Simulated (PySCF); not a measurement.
## Spin-rotation constants: `C=C(CF)CC(F)(F)F`, C$_{5}$H$_{6}$F$_{4}$

Molfile (atoms numbered from 1):
```
C5H6F4
     RDKit          3D

 15 14  0  0  0  0  0  0  0  0999 V2000
   -0.6012    1.6528    0.4854 C   0  0  0  0  0  0  0  0  0  0  0  0
   -0.3287    0.3591    0.5059 C   0  0  0  0  0  0  0  0  0  0  0  0
   -1.3437   -0.6761    0.9042 C   0  0  0  0  0  0  0  0  0  0  0  0
   -0.8253   -1.5090    1.8711 F   0  0  0  0  0  0  0  0  0  0  0  0
    1.0174   -0.1881    0.0966 C   0  0  0  0  0  0  0  0  0  0  0  0
    1.0690   -0.4128   -1.4049 C   0  0  0  0  0  0  0  0  0  0  0  0
    2.2426   -0.9338   -1.7929 F   0  0  0  0  0  0  0  0  0  0  0  0
    0.1169   -1.2527   -1.8389 F   0  0  0  0  0  0  0  0  0  0  0  0
    0.9116    0.7259   -2.0958 F   0  0  0  0  0  0  0  0  0  0  0  0
   -1.5678    2.0317    0.7674 H   0  0  0  0  0  0  0  0  0  0  0  0
    0.1278    2.3798    0.1722 H   0  0  0  0  0  0  0  0  0  0  0  0
   -2.2430   -0.2181    1.3239 H   0  0  0  0  0  0  0  0  0  0  0  0
   -1.6074   -1.3174    0.0543 H   0  0  0  0  0  0  0  0  0  0  0  0
    1.8170    0.5116    0.3440 H   0  0  0  0  0  0  0  0  0  0  0  0
    1.2103   -1.1449    0.5854 H   0  0  0  0  0  0  0  0  0  0  0  0
  1  2  2  0
  2  3  1  0
  3  4  1  0
  2  5  1  0
  5  6  1  0
  6  7  1  0
  6  8  1  0
  6  9  1  0
  1 10  1  0
  1 11  1  0
  3 12  1  0
  3 13  1  0
  5 14  1  0
  5 15  1  0
M  END
```

The calculation used PySCF, GIAO HF/pcSseg-1 magnetisability, rotational g tensor and spin-rotation constants, non-relativistic, gas phase. Geometry: GFN2-xTB.

Question: Give the nuclear spin-rotation constants along the inertial axes (H = +C I·J) beside the isotropic shieldings.

Answer: Rotational constants 2.5337, 1.0775, 0.9130 GHz. A star marks the isotopologue with that one atom substituted, in its own axes.
| atom | isotope | Caa (kHz) | Cbb (kHz) | Ccc (kHz) | mean (kHz) | σ (ppm) |
| --- | --- | --- | --- | --- | --- | --- |
| F4 | 19F | 0.231 | 0.212 | 0.134 | 0.192 | 446.8 |
| F7 | 19F | 2.227 | 0.989 | 1.194 | 1.470 | 290.5 |
| F8 | 19F | 3.567 | 0.875 | 0.667 | 1.703 | 299.3 |
| F9 | 19F | 2.842 | 0.986 | 0.869 | 1.566 | 297.2 |
| H10 | 1H | -0.010 | -0.070 | -0.057 | -0.046 | 26.3 |
| H11 | 1H | -0.070 | -0.041 | -0.062 | -0.057 | 26.4 |
| H12 | 1H | 0.021 | -0.074 | -0.076 | -0.043 | 27.2 |
| H13 | 1H | -0.167 | -0.064 | -0.013 | -0.081 | 27.0 |
| H14 | 1H | -0.253 | -0.089 | -0.008 | -0.117 | 29.3 |
| H15 | 1H | -0.245 | 0.009 | -0.085 | -0.107 | 28.9 |
| C1 | 13C* | 0.914 | 0.304 | 0.234 | 0.484 | 63.0 |
| C2 | 13C* | 1.010 | 0.330 | 0.235 | 0.525 | 50.7 |
| C3 | 13C* | 0.609 | 0.226 | 0.198 | 0.344 | 113.6 |
| C5 | 13C* | 0.385 | 0.174 | 0.141 | 0.234 | 158.5 |
| C6 | 13C* | 0.678 | 0.306 | 0.251 | 0.412 | 75.7 |

For the geometry as given, no vibrational averaging.
